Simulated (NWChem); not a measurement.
Everything below was run with NWChem. System: H$_{3}$BN, charge 0, spin multiplicity 2, at a geometry optimised with UPBE0/def2-SVP. The structure started from a generated list of species. Its SCF solution wasn't tested for a lower state. Level: URI-MP2/cc-pVDZ, 2 core orbitals frozen.

The NWChem input:

```
start mol
memory heap 200 mb stack 900 mb global 1100 mb
geometry units angstroms nocenter noautoz
  B     -0.781884     0.351445     0.000000
  N      0.514144    -0.115086     0.000000
  H     -1.771112    -0.342482     0.000000
  H      0.757219    -1.102534     0.000000
  H      1.324305     0.493393     0.000000
  symmetry group Cs
end
basis spherical
  * library cc-pvdz
end
basis "ri-mp2 basis" spherical
  * library cc-pvdz-ri
end
scf
  uhf
  nopen 1
  maxiter 100
  thresh 1e-7
  semidirect memsize 60000000 filesize 0
  # guess.movecs holds the orbitals of an unrestricted PBE0 run
  vectors input guess.movecs output mol.movecs
end
mp2
  freeze core 2
end
task rimp2 energy
```

Output (cleaned and shortened):

```
             Northwest Computational Chemistry Package (NWChem) 7.3.0
             --------------------------------------------------------

                                NWChem Input Module
                                -------------------

 Scaling coordinates for geometry "geometry" by  1.889725989
 (inverse scale =  0.529177249)

 Turning off AUTOSYM since
 SYMMETRY directive was detected!

                             Geometry "geometry" -> ""
                             -------------------------

 Output coordinates in angstroms (scale by  1.889725989 to convert to a.u.)

  No.       Tag          Charge          X              Y              Z
 ---- ---------------- ---------- -------------- -------------- --------------
    1 B                    5.0000    -0.78188400     0.35144500     0.00000000
    2 N                    7.0000     0.51414400    -0.11508600     0.00000000
    3 H                    1.0000    -1.77111200    -0.34248200     0.00000000
    4 H                    1.0000     0.75721900    -1.10253400     0.00000000
    5 H                    1.0000     1.32430500     0.49339300     0.00000000

 Effective nuclear repulsion energy (a.u.)      27.7282369953

            Nuclear Dipole moment (a.u.)
            ----------------------------
        X                 Y               Z
 ---------------- ---------------- ----------------
    -0.0000000000     0.0000000000     0.0000000000

      Symmetry information
      --------------------

 Group name             Cs
 Group number              2
 Group order               2
 No. of unique centers     5

      Symmetry unique atoms

     1    2    3    4    5


 Summary of "ao basis" -> "" (spherical)
 ------------------------------------------------------------------------------
       Tag                 Description            Shells   Functions and Types
 ---------------- ------------------------------  ------  ---------------------
 *                          cc-pvdz                   on all atoms

 Summary of "ri-mp2 basis" -> "" (spherical)
 ------------------------------------------------------------------------------
[...]
 RI-MP2 Calculation Information:
          Nr. of AO basis functions:         43
     Nr. of fitting basis functions:        154
               Nr. of MO spin cases:          2
        Nr. of MOs to be correlated:         41         41
     Nr. of occupied MOs correlated:          6          5
      Nr. of virtual MOs correlated:         35         36

          RI integral approximation: 'V'
    Threshold for Schwarz screening:  1.000E-09
 Smallest eigenvalue retained in fit  1.000E-08
    Type of storage for MO integrals 'EAF library'

 Transformation block size    6, requiring     1 integral passes.
 XForm_3cInts: Completed     1:    6 pass.
 Transformation block size    5, requiring     1 integral passes.
 XForm_3cInts: Completed     1:    5 pass.
 Energy evaluation using block sizes     6    6
 RIMP2_V_E2: Approx. ints. done (    1:    6,    1:    6)
 RIMP2_V_E2: Copy to B done (    1:    6,    1:    6)
 RIMP2_V_E2: Denominators done (    1:    6,    1:    6)
 RIMP2_V_E2: Completed block (    1:    6,    1:    6)
 RIMP2_V_E2: Approx. ints. done (    1:    6,    1:    5)
 RIMP2_V_E2: Copy to B done (    1:    6,    1:    5)
 RIMP2_V_E2: Denominators done (    1:    6,    1:    5)
 RIMP2_V_E2: Completed block (    1:    6,    1:    5)
 RIMP2_V_E2: Approx. ints. done (    1:    5,    1:    5)
 RIMP2_V_E2: Copy to B done (    1:    5,    1:    5)
 RIMP2_V_E2: Denominators done (    1:    5,    1:    5)
 RIMP2_V_E2: Completed block (    1:    5,    1:    5)

          -------------------------------------------
          SCF energy                 -80.859432153301
          Correlation energy          -0.239012651259
          Total MP2 energy           -81.098444804560
          -------------------------------------------

 -----------------------
 Performance information
 -----------------------

 Timer overhead =  9.90D-08 seconds/call

               Nr. of calls         CPU time (s)                 Wall time (s)                GFlops
             ---------------    -------------------     ------------------------------   -------------------
Name         Min   Avg   Max    Min     Avg     Max     Min     Avg     Max   Mx/calls   Min     Max     Sum
Overall       1     1     1   0.33    0.33    0.33     0.33    0.33    0.33    0.33      0.0     0.0     0.0
3c integr     2     2     2   8.61E-2 8.61E-2 8.61E-2  8.61E-2 8.61E-2 8.61E-2 4.30E-2   0.0     0.0     0.0
Energy        1     1     1   8.22E-3 8.22E-3 8.22E-3  8.22E-3 8.22E-3 8.22E-3 8.22E-3   0.0     0.0     0.0
3c integr     2     2     2   8.37E-2 8.37E-2 8.37E-2  8.37E-2 8.37E-2 8.37E-2 4.19E-2   0.0     0.0     0.0
First 2/3     6     6     6   7.36E-4 7.36E-4 7.36E-4  7.36E-4 7.36E-4 7.36E-4 1.23E-4   0.0     0.0     0.0
Final 1/3     2     2     2   8.73E-4 8.73E-4 8.73E-4  8.73E-4 8.73E-4 8.73E-4 4.37E-4   0.0     0.0     0.0
Write 3c      2     2     2   2.46E-4 2.46E-4 2.46E-4  2.46E-4 2.46E-4 2.46E-4 1.23E-4   0.0     0.0     0.0
Read 3c i     3     3     3   1.85E-4 1.85E-4 1.85E-4  1.85E-4 1.85E-4 1.85E-4 6.16E-5   0.0     0.0     0.0
Fitting b     1     1     1   9.61E-3 9.61E-3 9.61E-3  9.61E-3 9.61E-3 9.61E-3 9.61E-3   0.0     0.0     0.0
Schwarz i     1     1     1   2.03E-3 2.03E-3 2.03E-3  2.03E-3 2.03E-3 2.03E-3 2.03E-3   0.0     0.0     0.0
Form 4ci      3     3     3   1.16E-3 1.16E-3 1.16E-3  1.16E-3 1.16E-3 1.16E-3 3.85E-4   0.0     0.0     0.0
Form A &      3     3     3   6.01E-3 6.01E-3 6.01E-3  6.01E-3 6.01E-3 6.01E-3 2.00E-3   0.0     0.0     0.0
Denominat     3     3     3   7.28E-5 7.28E-5 7.28E-5  7.28E-5 7.28E-5 7.28E-5 2.43E-5   0.0     0.0     0.0
Pair Ener     3     3     3   3.25E-4 3.25E-4 3.25E-4  3.25E-4 3.25E-4 3.25E-4 1.08E-4   0.0     0.0     0.0

 The average no. of pstat calls per process was 3.30D+01
 with a timing overhead of 3.27D-06s

 Task  times  cpu:        0.3s     wall:        0.3s

 Total times  cpu:        0.4s     wall:        0.4s
```
